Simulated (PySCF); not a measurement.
# Telling isomers of C₅H₇F₃OSi apart by NMR

Computational details: shieldings: GIAO PBE0/pcSseg-1, coordinates at the GFN2-xTB level, in PySCF (no solvent model, a single conformation, relativity neglected, rapidly exchanging positions averaged).

References, each an isolated molecule treated in the same way: $^{1}$H (σ = 31.72 ppm) and $^{13}$C (σ = 186.93 ppm) vs TMS. Splittings of carbon signals by F and P are missing where no couplings were computed. Where no couplings were computed, multiplicities follow the n + 1 count of equivalent neighbours, and m marks all less simple cases (inequivalent or close neighbours, rings, F or P nearby). Shifts are as computed. Against solution values, carbons near 30 ppm lie about +3 ppm off and those near 130 ppm about +5 ppm. Of 1211 compounds with measured shifts, 218 miss one by over three times the rms of a fit or turn the order of signals round; such compounds aren't used in these exercises.

(1) Tabulate the signals of `CO[Si@@H]1CC(C(F)F)=C1F`, `O=CC/C([SiH3])=C/C(F)(F)F`, `CC(=O)/C([SiH3])=C\C(F)(F)F` and their relative energies.

(2) What is the quickest way to tell O=CC/C([SiH3])=C/C(F)(F)F from CC(=O)/C([SiH3])=C\C(F)(F)F?

(3) What is the quickest way to tell CO[Si@@H]1CC(C(F)F)=C1F from CC(=O)/C([SiH3])=C\C(F)(F)F?

(4) What is the quickest way to tell CO[Si@@H]1CC(C(F)F)=C1F from O=CC/C([SiH3])=C/C(F)(F)F?

Answers

(1) 
| SMILES | carbon types | δC | δH | E rel. (kcal/mol) |
| --- | --- | --- | --- | --- |
| CO[Si@@H]1CC(C(F)F)=C1F | 2×C 1×CH 1×CH2 1×CH3 | 178.1, 137.0, 113.8, 54.8, 12.1 | 6.96 (m, 1H), 5.47 (m, 1H), 4.04 (s, 3H), 1.76 (m, 1H), 1.63 (m, 1H) | 0.0 |
| O=CC/C([SiH3])=C/C(F)(F)F | 2×C 2×CH 1×CH2 | 206.8, 157.5, 139.7, 132.0, 58.5 | 10.00 (t, 1H), 6.43 (m, 1H), 4.45 (s, 3H), 3.61 (d, 2H) | 9.8 |
| CC(=O)/C([SiH3])=C\C(F)(F)F | 3×C 1×CH 1×CH3 | 210.2, 163.2, 133.7, 131.0, 32.9 | 6.21 (m, 1H), 4.28 (s, 3H), 2.47 (s, 3H) | 4.0 |

Energies are electronic energies at PBE0/pcSseg-1 on these geometries, without zero-point or thermal terms, each for the one conformer computed, which needn't be the lowest.

(2) Both give the same number of carbon signals, but DEPT or the intensities differ. The first has an aldehyde carbonyl carbon (CH) at 206.8 ppm, the second a methyl carbon α to a carbonyl (CH3) at 32.9 ppm. Their most deshielded carbons lie at 206.8 and 210.2 ppm. In the proton spectra the most deshielded non-exchanging signals are 10.00 (t, 1H) and 6.21 (m, 1H).

(3) Both give the same number of carbon signals, but DEPT or the intensities differ. The first has an allylic sp3 CH2 bonded to Si at 12.1 ppm, the second a ketone carbonyl carbon (C) at 210.2 ppm. Their most deshielded carbons lie at 178.1 and 210.2 ppm. In the proton spectra the most deshielded non-exchanging signals are 6.96 (m, 1H) and 6.21 (m, 1H).

(4) Both give the same number of carbon signals, but DEPT or the intensities differ. The first has a methyl carbon bonded to O (CH3) at 54.8 ppm, the second an aldehyde carbonyl carbon (CH) at 206.8 ppm. Their most deshielded carbons lie at 178.1 and 206.8 ppm. In the proton spectra the most deshielded non-exchanging signals are 6.96 (m, 1H) and 10.00 (t, 1H).
